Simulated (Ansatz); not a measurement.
Basis-set extrapolation for CH$_{4}$AlBO (PBE0-D4/def2-TZVP geometry, frozen core, Ansatz 0.2.0). Multiplicity 1, RHF reference.

```csv
,def2-TZVPP,def2-QZVPP
HF,-381.653907,-381.667725
MP2 correlation,-0.556574,-0.597017
CCSD(T) correlation,-0.617845,not run
```

Energies in hartree. Use E(X) = E(∞) + A·exp(−7.88·√X) for Hartree–Fock and E(X) = E(∞) + B·X^(−2.97) for correlation, with X = 3 and 4, and add CCSD(T) minus MP2 of the smaller set to the MP2 limit.

Problem. What is the CCSD(T) energy at the basis-set limit?

Solution. HF limit: -381.667725 + (-0.013818) × 0.13774 = -381.66963. MP2 limit: -0.597017 + (-0.040443) × 0.74074 = -0.62697. Higher-order term: -0.617845 − (-0.556574) = -0.06127. Total: -382.35787 hartree, 226.1 kJ/mol below CCSD(T)/def2-TZVPP.
